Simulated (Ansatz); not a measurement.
CH5ClOSi can be A, `C[SiH](O)Cl`, or B, `CO[SiH2]Cl`.

Program: Ansatz. Geometries: PBE0-D4/def2-TZVP. ΔE: electronic, gas phase. CCSD(T)/CBS is the MP2 limit (def2-TZVPP, def2-QZVPP) plus CCSD(T) − MP2 in def2-TZVPP, frozen cores. Functionals use def2-TZVPP. B3LYP here is the variant with VWN-RPA as its local correlation; programs differ in this. Each species was taken in one conformer, which may not be the lowest.

Problem. Which is lower in electronic energy at CCSD(T)/CBS, and by how much? (An estimate is asked.)

Solution. Ansatz gave: A, by 107.4 kJ/mol.

Problem. Give E(B) − E(A) in kJ/mol with B3LYP-D4, r2SCAN-D4, PBE-D4, CCSD(T)/def2-TZVPP, MP2/def2-TZVPP, CCSD/def2-TZVPP, CCSD(T)/def2-SVP. (Best estimate.)

Solution. The calculation gave: B3LYP-D4 99.6, r2SCAN-D4 108.6, PBE-D4 105.2, CCSD(T)/def2-TZVPP 104.0, MP2/def2-TZVPP 110.6, CCSD/def2-TZVPP 103.0, CCSD(T)/def2-SVP 85.1. None reverses the order clearly.

Problem. Does the order hold for the free energy at 298.15 K (harmonic terms from PBE0-D4)? (Estimate.)

Solution. Ansatz gave: Yes: G(B) − G(A) = +106.2 kJ/mol, for one conformer each.

Largest T1 diagnostic: 0.010.

At CCSD(T), def2-SVP lies −22.2 kJ/mol from the extrapolated value and def2-TZVPP −3.4 kJ/mol. In def2-TZVPP, CCSD(T) changes the Hartree–Fock value by +13.2 kJ/mol (the triples alone add +1.0 kJ/mol) and MP2 by +19.7 kJ/mol.
